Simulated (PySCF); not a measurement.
methylcyclobutane (C₅H₁₀), SMILES CC1CCC1. Atoms are numbered in the order given.

```xyz
15

C      1.9181     0.1454     0.0000
C      0.5067    -0.4146     0.0000
C     -0.4997     0.0653    -1.0811
C     -1.6092     0.0665     0.0000
C     -0.4997     0.0653     1.0811
H      2.4808    -0.1821    -0.8902
H      1.9037     1.2485     0.0000
H      2.4808    -0.1821     0.8902
H      0.5436    -1.5180     0.0000
H     -0.6419    -0.5691    -1.9699
H     -0.2597     1.0873    -1.4184
H     -2.1810    -0.8748     0.0000
H     -2.3224     0.9048     0.0000
H     -0.2597     1.0873     1.4184
H     -0.6419    -0.5691     1.9699
```

The structure is a stationary point at B3LYP-D3(BJ)/def2-SVP.

Calculation: PBE/def2-TZVP in PySCF.

Atomic charges (e):

| atom | IAO | Löwdin |
|---|---|---|
| C1 | -0.43 | -0.31 |
| C2 | -0.10 | -0.27 |
| C3 | -0.27 | -0.23 |
| C4 | -0.27 | -0.25 |
| C5 | -0.27 | -0.23 |
| H6 | 0.14 | 0.12 |
| H7 | 0.13 | 0.12 |
| H8 | 0.14 | 0.12 |
| H9 | 0.13 | 0.15 |
| H10 | 0.13 | 0.12 |
| H11 | 0.13 | 0.13 |
| H12 | 0.14 | 0.13 |
| H13 | 0.13 | 0.12 |
| H14 | 0.13 | 0.13 |
| H15 | 0.13 | 0.12 |

Computed Mayer and Wiberg (Löwdin basis) orders of the bonds:
```tsv
bond	Mayer	Wiberg
C1–C2	0.98	1.28
C2–C3	1.04	1.12
C3–C4	1.06	1.18
C2–C5	1.04	1.12
C4–C5	1.06	1.18
C1–H6	0.97	0.90
C1–H7	0.96	0.90
C1–H8	0.97	0.90
C2–H9	0.94	0.80
C3–H10	0.95	0.88
C3–H11	0.93	0.86
C4–H12	0.94	0.86
C4–H13	0.94	0.88
C5–H14	0.93	0.86
C5–H15	0.95	0.88
```
